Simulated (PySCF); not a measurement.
**Correlation energy of Ne (neon, neutral)**

[Ne], closed-shell 1S. Calculation: PySCF 2.14, in aug-cc-pVDZ; no relativity, point nucleus. Frozen: 1s2; 8 electrons correlated.

MP2 pair energies summed by pair of shells (mhartree):

```json
{"pair": "2p-2p", "energy": "-158.01", "share (%)": "76.4"}
{"pair": "2s-2p", "energy": "-41.25", "share (%)": "19.9"}
{"pair": "2s-2s", "energy": "-7.61", "share (%)": "3.7"}
```

Total MP2 correlation energy: -206.87 mhartree.

Same-spin part -56.74 and opposite-spin part -150.14 mhartree; SCS-MP2 scales them by 1/3 and 6/5 to -199.08 mhartree.

```
  level  correlation energy (mhartree)
   CCSD                        -210.15
    (T)                          -2.79
CCSD(T)                        -212.94
```

Diagnostics: T1 = 0.0094, D1 = 0.0148, largest double amplitude 0.034.

**Question.** Is a single reference adequate?

**Answer.** Yes: T1 lies below 0.03 and no double amplitude reaches 0.07.
